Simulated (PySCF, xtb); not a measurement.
C2H7BO3, SMILES COB(O)OC.

xtb 6.7.1 with GFN2-xTB at its own geometry gives an orbital gap of 8.16 eV and a dipole moment of 0.27 D.

Coordinates come from a PBE0-D3(BJ)/def2-SVP optimisation. One conformer was computed; it need not be the lowest.

### Question
What does HF/def2-TZVP in PySCF give? (An estimate is asked for; the answer gives what the named calculation found.)

### Answer
gap 15.53 eV (levels -12.16 and 3.38 eV), dipole 0.30 D.
